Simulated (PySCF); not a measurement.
Precursor series Ta Cl-NH2. All species are isolated molecules in the gas phase. One relaxed conformer stands for each flexible species; it need not be the lowest.

Level of theory: PBE-D3(BJ)/def2-TZVP // r2SCAN-D4/def2-SVP run with PySCF 2.14.0. All candidates: neutral, multiplicity 1. 

* **LUMO**: -3.58 eV
* **HOMO–LUMO gap**: 3.36 eV
* **HOMO**: -6.94 eV

### Question
Which member has these values?
(A) [Ta(Cl)2(NH2)3]
(B) [Ta(NH2)5]
(C) [Ta(Cl)3(NH2)2]
(D) [Ta(Cl)5]

### Answer
C, [Ta(Cl)3(NH2)2]. The others give [Ta(NH2)5]: -1.20 eV, 3.86 eV, -5.06 eV; [Ta(Cl)2(NH2)3]: -3.17 eV, 2.98 eV, -6.15 eV; [Ta(Cl)5]: -4.45 eV, 3.39 eV, -7.83 eV
